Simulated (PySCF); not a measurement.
C2H9AlOSi, triplet, at a GFN2-xTB geometry (such geometries of metal compounds can be far from the true shape) (a higher spin typed on purpose: for a closed-shell molecule this is an excited state); PySCF with SA2-CASSCF(4,5)/STO-3G.

The PySCF input:
```python
from pyscf import gto, scf, mcscf
import numpy

mol = gto.M(
    atom='''
Al    0.20629825    1.00390381    0.65000201
C     1.96807123    1.67277781   -0.58763562
H     2.72890330    0.90114157   -0.53796361
H     2.31850799    2.60294744   -0.14890337
H     1.62908869    1.81995006   -1.60751723
C    -1.49828374    0.63208567    2.08420491
H    -1.31885910   -0.31461553    2.58235781
H    -2.41945872    0.60388015    1.51215124
H    -1.49403524    1.45867493    2.78916901
O    -0.08195616   -0.40462601   -0.26296784
Si   -0.35616450   -1.74204499   -1.13002240
H    -1.51553310   -2.41646551   -0.53966551
H     0.84211329   -2.57957762   -1.04653355
H    -0.62937682   -1.33022792   -2.50848043
''',
    basis='sto-3g',
    spin=2,
    verbose=4,
)

mf = scf.ROHF(mol)
mf.kernel()
mc = mcscf.CASSCF(mf, 5, 4)
mc.fix_spin_(ss=2.0)
mc = mc.state_average_([0.5, 0.5])
mc.kernel()
```

Predict the main parts of the log of this PySCF run.


```
PySCF version 2.14.0

[INPUT] verbose = 4
[INPUT] num. atoms = 14
[INPUT] num. electrons = 56
[INPUT] charge = 0
[INPUT] spin (= nelec alpha-beta = 2S) = 2
[INPUT] symmetry False subgroup None
[INPUT] Mole.unit = angstrom
[INPUT] Symbol           X                Y                Z      unit          X                Y                Z       unit  Magmom
[...]
nuclear repulsion = 266.209530757918
number of shells = 28
number of NR pGTOs = 126
number of NR cGTOs = 42
basis = sto-3g
ecp = {}

******** <class 'pyscf.scf.rohf.ROHF'> ********
method = ROHF
initial guess = minao
damping factor = 0
level_shift factor = 0
DIIS = <class 'pyscf.scf.diis.CDIIS'>
diis_start_cycle = 1
diis_space = 8
diis_damp = 0
SCF conv_tol = 1e-09
SCF conv_tol_grad = None
SCF max_cycles = 50
direct_scf = True
direct_scf_tol = 1e-13
num. doubly occ = 27  num. singly occ = 2
Set gradient conv threshold to 3.16228e-05
init E= -677.988388140925
[...]
cycle= 1 E= -678.202642191408  delta_E= -0.214  |g|= 0.562  |ddm|= 3.01
[...]
cycle= 2 E= -678.143873480166  delta_E= 0.0588  |g|= 0.754  |ddm|= 1.48
[...]
cycle= 3 E= -678.34005937774  delta_E= -0.196  |g|= 0.147  |ddm|= 1.03
[...]
cycle= 4 E= -678.348418034108  delta_E= -0.00836  |g|= 0.0724  |ddm|= 0.122
[...]
cycle= 5 E= -678.351709733539  delta_E= -0.00329  |g|= 0.0403  |ddm|= 0.126
[...]
cycle= 6 E= -678.352485286813  delta_E= -0.000776  |g|= 0.0323  |ddm|= 0.0469
[...]
cycle= 7 E= -678.353431154164  delta_E= -0.000946  |g|= 0.0113  |ddm|= 0.109
[...]
cycle= 8 E= -678.353485514443  delta_E= -5.44e-05  |g|= 0.00247  |ddm|= 0.0149
[...]
cycle= 9 E= -678.353492303493  delta_E= -6.79e-06  |g|= 0.00051  |ddm|= 0.0112
[...]
cycle= 10 E= -678.353492725706  delta_E= -4.22e-07  |g|= 0.000208  |ddm|= 0.00297
[...]
cycle= 11 E= -678.353492785391  delta_E= -5.97e-08  |g|= 8.8e-05  |ddm|= 0.000543
[...]
cycle= 12 E= -678.353492822391  delta_E= -3.7e-08  |g|= 7.69e-05  |ddm|= 0.000749
[...]
cycle= 13 E= -678.353492831567  delta_E= -9.18e-09  |g|= 5.46e-05  |ddm|= 0.000289
[...]
cycle= 14 E= -678.353492841287  delta_E= -9.72e-09  |g|= 2.1e-05  |ddm|= 0.000502
[...]
cycle= 15 E= -678.353492842726  delta_E= -1.44e-09  |g|= 4.19e-06  |ddm|= 0.00023
[...]
cycle= 16 E= -678.353492842772  delta_E= -4.58e-11  |g|= 8.12e-07  |ddm|= 4.46e-05
[...]
Extra cycle  E= -678.353492842773  delta_E= -1.14e-12  |g|= 3.23e-07  |ddm|= 1.54e-06
converged SCF energy = -678.353492842773

******** <class 'pyscf.mcscf.addons.StateAverageCASSCF'> ********
CAS (3e+1e, 5o), ncore = 26, nvir = 11
max_cycle_macro = 50
max_cycle_micro = 4
conv_tol = 1e-07
conv_tol_grad = None
orbital rotation max_stepsize = 0.02
orbital rotation threshold for CI restart = 0.01
augmented hessian ah_max_cycle = 30
augmented hessian ah_conv_tol = 1e-12
augmented hessian ah_linear dependence = 1e-14
augmented hessian ah_level shift = 1e-08
augmented hessian ah_start_tol = 2.5
augmented hessian ah_start_cycle = 3
augmented hessian ah_grad_trust_region = 3
kf_trust_region = 3
kf_interval = 4
ci_response_space = 4
ci_grad_trust_region = 3
with_dep4 0
natorb = False
canonicalization = True
sorting_mo_energy = False
ao2mo_level = 2
internal_rotation = False
******** <class 'pyscf.mcscf.addons.StateAverageSpinPenaltyFCISolver'> ********
max. cycles = 50
conv_tol = 1e-08
davidson only = True
linear dependence = 1e-12
level shift = 0.001
max iter space = 12
nroots = 2
pspace_size = 400
spin = None
State-average over 2 states with weights [0.5, 0.5]
CASCI E = -678.297477883716  S^2 = 2.0000000
Set conv_tol_grad to 0.000316228
macro iter   1 ( 21 JK    4 micro), CASSCF E = -678.311588091634  dE = -1.41102079e-02  S^2 = 2.0000000
               |grad[o]|=0.119  |ddm|=0.0272  |maxRot[o]|= 0.31
macro iter   2 ( 21 JK    4 micro), CASSCF E = -678.324231799526  dE = -1.26437079e-02  S^2 = 2.0000000
               |grad[o]|=0.0359  |ddm|=0.207  |maxRot[o]|=0.245
macro iter   3 ( 21 JK    4 micro), CASSCF E = -678.338704410573  dE = -1.44726110e-02  S^2 = 2.0000000
               |grad[o]|=0.0249  |ddm|=0.0279  |maxRot[o]|=0.294
macro iter   4 ( 21 JK    4 micro), CASSCF E = -678.345196590145  dE = -6.49217957e-03  S^2 = 2.0000000
               |grad[o]|=0.013  |ddm|=0.0435  |maxRot[o]|=0.295
macro iter   5 ( 18 JK    4 micro), CASSCF E = -678.347026565350  dE = -1.82997521e-03  S^2 = 2.0000000
               |grad[o]|=0.00854  |ddm|=0.0325  |maxRot[o]|=0.256
macro iter   6 ( 15 JK    3 micro), CASSCF E = -678.347214324503  dE = -1.87759153e-04  S^2 = 2.0000000
               |grad[o]|=0.00208  |ddm|=0.00593  |maxRot[o]|=0.216
macro iter   7 ( 14 JK    4 micro), CASSCF E = -678.347247300629  dE = -3.29761255e-05  S^2 = 2.0000000
               |grad[o]|=0.000636  |ddm|=0.00145  |maxRot[o]|=0.146
macro iter   8 (  6 JK    1 micro), CASSCF E = -678.347247687873  dE = -3.87244540e-07  S^2 = 2.0000000
               |grad[o]|=8.98e-05  |ddm|=4.94e-05  |maxRot[o]|=0.0177
macro iter   9 (  4 JK    1 micro), CASSCF E = -678.347247745772  dE = -5.78990011e-08  S^2 = 2.0000000
               |grad[o]|=9.55e-05  |ddm|=1.23e-05  |maxRot[o]|=0.00281
1-step CASSCF converged in   9 macro (141 JK  29 micro) steps
CASSCF canonicalization
Density matrix diagonal elements [1.49960155 1.4526165  0.95932447 0.049574   0.03888348]
CASSCF energy = -678.347247745772
CASCI E = -678.347247745772  E(CI) = -2.74161527583647  S^2 = 2.0000000
CASCI state-averaged energy = -678.347247745772
CASCI energy for each state
  State 0 weight 0.5  E = -678.376743697438 S^2 = 2.0000000
  State 1 weight 0.5  E = -678.317751794107 S^2 = 2.0000000
```
